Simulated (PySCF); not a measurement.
Cl3FSn. Atoms are numbered in the order given.

```xyz
5

F      0.0000     0.0000     2.0852
Sn     0.0000     0.0000     0.1684
Cl     1.9043     1.0995    -0.5331
Cl     0.0000    -2.1989    -0.5331
Cl    -1.9043     1.0995    -0.5331
```

Coordinates come from a PBE0-D3(BJ)/def2-SVP optimisation. The def2 effective core potentials stand for the cores of Sn; spin–orbit coupling is left out.

All values below come from PySCF with IEF-PCM-M06-2X/def2-SVP.

The values are the electrostatic part of the solvation free energy, E(continuum) − E(gas) at the gas-phase geometry, in a cavity of scaled van der Waals radii (PySCF's table); cavitation and dispersion terms are not included. A continuum can't describe solvent molecules that bind to the metal. In vacuum the orbital gap is 9.00 eV. The dipole moment in vacuum is 1.12 D.

| solvent | ε | ΔG(elec) (kcal/mol) | dipole (D) | gap (eV) |
|---|---|---|---|---|
| water | 78.36 | -3.3 | 1.29 | 8.99 |
| diethylether | 4.24 | -2.2 | 1.24 | 9.00 |
| acetonitrile | 35.69 | -3.2 | 1.29 | 8.99 |
